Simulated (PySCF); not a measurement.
System (SMILES): Cl[C]Cl (closed-shell singlet).
Geometry (B3LYP-D3(BJ)/def2-TZVP, fixed):
```xyz
3

Cl    -1.4025    -0.2001     0.0210
C     -0.0305     0.8441     0.0088
Cl     1.4133    -0.0978    -0.0241
```
Charge 0, spin multiplicity 1.

Basis-set convergence of the isotropic shielding of Cl1 at HF with PySCF. GIAO, no density fitting; atoms are numbered in the order shown. All functions are spherical. No added dispersion term, no relativity. Reference: the value in pcSseg-3, -121.82 ppm, itself unsure by roughly 4.69 ppm (its mean distance from pcseg-3, pcSseg-2). Deviations are taken from unrounded values. Cost is core time over that of aug-cc-pV(D+d)Z, rough, on shared machines of one kind; a dash marks a row that isn't timed (too short, read off another run, short of memory, by another algorithm or on other hardware).

```
basis            functions  isotropic shielding of Cl1 (ppm)  minus reference (ppm)  cost
---------------  ---------  --------------------------------  ---------------------  ----
STO-3G                  23                            432.06                 553.88     -
pcseg-0                 35                           -438.57                -316.75     -
def2-SVPD               74                            -37.21                  84.61  0.5×
aug-cc-pV(D+d)Z         87                            -24.89                  96.93    1×
6-311++G(2d,2p)         97                            -78.88                  42.95    1×
def2-TZVPP             115                           -155.25                 -33.42    2×
def2-TZVPD             129                           -156.74                 -34.92    3×
cc-pV(Q+d)Z            183                            -61.62                  60.20   10×
pcSseg-3               224                           -121.82                   0.00   20×
```
